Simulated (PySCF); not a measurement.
Isomers C₅H₆F₂OSi:

A. `C1=C(C)[Si](F)(F)OC=C1`
B. SMILES C#C/C=C(/O[SiH3])C(F)F
C. `C#C/C=C/CO[SiH](F)F`
D. `[SiH3]c1ccc(C(F)F)o1`
E. `InChI=1S/C5H6F2OSi/c1-3-5(6,7)4(9)2-8-3/h2H,1H2,9H3`

Spectrum 1. $^{1}$H NMR (400 MHz, computed): δ 7.35 (m, 1H), 5.54 (m, 1H), 5.17 (s, 3H), 3.05 (d, 1H). $^{13}$C{$^{1}$H} NMR (computed): δ 165.0 (C), 117.0 (CH), 102.2 (CH), 94.8 (CH), 81.7 (C).

Spectrum 2. $^{1}$H NMR (400 MHz, computed): δ 7.11 (m, 1H), 7.06 (m, 1H), 5.52 (m, 1H), 2.16 (s, 3H). $^{13}$C{$^{1}$H} NMR (computed): δ 155.3 (CH), 151.9 (CH), 130.5 (C), 110.6 (CH), 23.6 (CH3).

Spectrum 3. $^{1}$H NMR (400 MHz, computed): δ 7.24 (m, 1H), 7.23 (m, 1H), 7.01 (m, 1H), 4.47 (s, 3H). $^{13}$C{$^{1}$H} NMR (computed): δ 163.7 (C), 155.0 (C), 131.6 (CH), 118.5 (CH), 116.0 (CH).

Spectrum 4. $^{1}$H NMR (400 MHz, computed): δ 6.83 (m, 1H), 5.62 (m, 1H), 5.49 (m, 1H), 4.37 (s, 3H). $^{13}$C{$^{1}$H} NMR (computed): δ 166.1 (C), 164.4 (CH), 131.5 (C), 109.3 (C), 102.7 (CH2).

Spectrum 5. $^{1}$H NMR (400 MHz, computed): δ 6.77 (m, 1H), 5.81 (m, 1H), 4.77 (d, 2H), 4.44 (m, 1H), 2.77 (d, 1H). $^{13}$C{$^{1}$H} NMR (computed): δ 153.0 (CH), 117.7 (CH), 90.3 (CH), 85.6 (C), 67.6 (CH2).

- geometry: GFN2-xTB
- PBE0/pcSseg-1 with gauge-including orbitals
- code: PySCF 2.14
- gas phase, rapidly exchanging positions averaged, single conformer, non-relativistic

δ = σ(ref) − σ, references computed at the same level: TMS for $^{1}$H and $^{13}$C. Splittings of carbon signals by F and P are missing where no couplings were computed. Where no couplings were computed, multiplicities follow the n + 1 count of equivalent neighbours, and m marks all less simple cases (inequivalent or close neighbours, rings, F or P nearby). Shifts are as computed. Against solution values, carbons near 30 ppm lie about +3 ppm off and those near 130 ppm about +5 ppm. Of 1211 compounds with measured shifts, 218 miss one by over three times the rms of a fit or turn the order of signals round; such compounds aren't used in these exercises.

Which spectrum belongs to which compound?

Answers

1–B, 2–A, 3–D, 4–E, 5–C.

- Spectrum 1 (B): 5 $^{13}$C signals; δC 165.0 is an alkene carbon bearing oxygen; δC 117.0 is an allylic sp3 CH bonded to 2 F.
- Spectrum 2 (A): 5 $^{13}$C signals; δC 155.3 is an alkene carbon bearing oxygen; δC 151.9 is an alkene CH.
- Spectrum 3 (D): 5 $^{13}$C signals; δC 131.6 is an aromatic CH; δC 116.0 is an sp3 CH bonded to 2 F, on an aromatic ring.
- Spectrum 4 (E): 5 $^{13}$C signals; δC 166.1 is an alkene carbon bearing oxygen; δC 164.4 is an alkene carbon bearing oxygen.
- Spectrum 5 (C): 5 $^{13}$C signals; δC 153.0 is an alkene CH; δC 117.7 is an alkene CH.
